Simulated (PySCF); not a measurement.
CH, doublet, geometry from GFN2-xTB; PBE/def2-SVP in PySCF.

The PySCF input:
```python
from pyscf import gto, scf, dft

mol = gto.M(
    atom='''
C    -0.00000000   -0.00000000   -0.15907913
H     0.00000000    0.00000000    0.95447475
''',
    basis='def2-svp',
    spin=1,
    verbose=4,
)

mf = dft.UKS(mol)
mf.xc = 'pbe'
mf.kernel()
```

Output, abridged:

```
PySCF version 2.14.0

[INPUT] verbose = 4
[INPUT] num. atoms = 2
[INPUT] num. electrons = 7
[INPUT] charge = 0
[INPUT] spin (= nelec alpha-beta = 2S) = 1
[INPUT] symmetry False subgroup None
[INPUT] Mole.unit = angstrom
[INPUT] Symbol           X                Y                Z      unit          X                Y                Z       unit  Magmom
[INPUT]  1 C      0.000000000000   0.000000000000  -0.159079130000 AA    0.000000000000   0.000000000000  -0.300615987834 Bohr   0.0
[INPUT]  2 H      0.000000000000   0.000000000000   0.954474750000 AA    0.000000000000   0.000000000000   1.803695870313 Bohr   0.0

nuclear repulsion = 2.85128840422163
number of shells = 9
number of NR pGTOs = 31
number of NR cGTOs = 19
basis = def2-svp
ecp = {}

******** <class 'pyscf.dft.uks.UKS'> ********
method = UKS
initial guess = minao
damping factor = 0
level_shift factor = 0
DIIS = <class 'pyscf.scf.diis.CDIIS'>
diis_start_cycle = 1
diis_space = 8
diis_damp = 0
SCF conv_tol = 1e-09
SCF conv_tol_grad = None
SCF max_cycles = 50
direct_scf = True
direct_scf_tol = 1e-13
number electrons alpha = 4  beta = 3
XC library pyscf.dft.libxc version 7.1.2
    S. Lehtola, C. Steigemann, M. J. T. Oliveira, and M. A. L. Marques,  SoftwareX 7, 1–5 (2018)
XC functionals = pbe
    J. P. Perdew, K. Burke, and M. Ernzerhof,  Phys. Rev. Lett. 77, 3865 (1996)
    J. P. Perdew, K. Burke, and M. Ernzerhof,  Phys. Rev. Lett. 78, 1396 (1997)
    J. P. Perdew, K. Burke, and M. Ernzerhof,  Phys. Rev. Lett. 77, 3865 (1996)
    J. P. Perdew, K. Burke, and M. Ernzerhof,  Phys. Rev. Lett. 78, 1396 (1997)
radial grids:
    Treutler-Ahlrichs [JCP 102, 346 (1995); DOI:10.1063/1.469408] (M4) radial grids

becke partition: Becke, JCP 88, 2547 (1988); DOI:10.1063/1.454033
pruning grids: <function nwchem_prune>
grids dens level: 3
symmetrized grids: False
atomic radii adjust function: <function treutler_atomic_radii_adjust>
small_rho_cutoff = 0
Set gradient conv threshold to 3.16228e-05
tot grids = 23928
init E= -38.2998977351456

cycle= 1 E= -38.3782133090123  delta_E= -0.0783  |g|= 0.0817  |ddm|= 0.978
cycle= 2 E= -38.3820500835448  delta_E= -0.00384  |g|= 0.0302  |ddm|= 0.18
cycle= 3 E= -38.3825384816277  delta_E= -0.000488  |g|= 0.0123  |ddm|= 0.0536
cycle= 4 E= -38.382640188197  delta_E= -0.000102  |g|= 0.00363  |ddm|= 0.0318
cycle= 5 E= -38.3826497407092  delta_E= -9.55e-06  |g|= 0.00027  |ddm|= 0.00879
cycle= 6 E= -38.382649808355  delta_E= -6.76e-08  |g|= 4.47e-05  |ddm|= 0.000485
cycle= 7 E= -38.3826498111917  delta_E= -2.84e-09  |g|= 8.66e-06  |ddm|= 0.00013
cycle= 8 E= -38.3826498113032  delta_E= -1.11e-10  |g|= 1.22e-06  |ddm|= 3.23e-05
Extra cycle  E= -38.3826498113073  delta_E= -4.1e-12  |g|= 8.83e-07  |ddm|= 8.35e-06
converged SCF energy = -38.3826498113073  <S^2> = 0.75200294  2S+1 = 2.0020019
```
